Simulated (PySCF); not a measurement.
How methods differ on the ionisation energy of Os

Os [Xe] 4f14 5d6 6s2 (5D) → Os+ [Xe] 4f14 5d6 6s1 (6D), as a difference of total energies. Computed with PySCF 2.14 in def2-TZVP with the def2 core potential (60 electrons) (6s4p3d1f, 40 functions), with scalar relativity through the core potential. Correlated levels: valence: 5s2 5p6 frozen. The calculations carry no spin-orbit coupling.

```csv
method,ionisation energy (eV)
UHF,6.505
M06-2X,8.567
PBE,8.314
MP2 (valence),7.703
SCS-MP2 (valence),7.878
```

Errors of the correlated levels include the incompleteness of this basis and the frozen core.

MP2 underrates the near-degeneracy of ns² with np² in the lower species.

Problem. Which method comes closest to the reference value, and which is furthest?

Solution. The reference is 8.473 eV (measured; NIST levels, between the centres of gravity of the two terms). Closest: M06-2X (error 0.094 eV); furthest: UHF (error -1.968 eV).
